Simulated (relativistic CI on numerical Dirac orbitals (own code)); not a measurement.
Method of calculation: Dirac-Coulomb-Breit CI, separate exchange-only KLI orbitals for each configuration, QED by a radiative potential, unscaled Slater integrals (own radial code, finite nucleus).

The strongest absorption lines from the ground level of an ion, among the configurations computed and to levels below about 560 eV (vacuum wavelength in nm, gf): 3.3035 (0.063), 3.6022 (0.033), 3.7154 (0.16), 3.7808 (0.68), 3.7814 (1.2), 3.8586 (0.09), 3.9412 (0.75), 4.1996 (0.14).

Which ion is it?
A. Er⁴⁵⁺
B. Hf⁴⁹⁺
C. Gd⁴³⁺
D. Gd⁴¹⁺

D. Gd⁴¹⁺ has 23 electrons and the ground level 3s2 3p6 3d5 4P_5/2; the strongest line goes to 3s2 3p5 3d6 4P°_5/2. The pattern of lines fixes the number of electrons, and along that sequence the line energies rise steadily with the charge (about as its square where n changes within one kind of shell, about linearly where n is kept but much faster in heavy ions where fine structure, which grows about as Z⁴, sets the gap, and irregularly where shells cross), which fixes Z. Configurations outside the model, such as inner-shell arrays, can give stronger lines. At this charge energies of transitions that change n are usually good to better than 1 %, and those within a shell (Δn = 0) to a few per cent.

LS names give the leading component of a level, which can be under half, so a name can repeat, a term be missing and a line seem to break the LS rules.
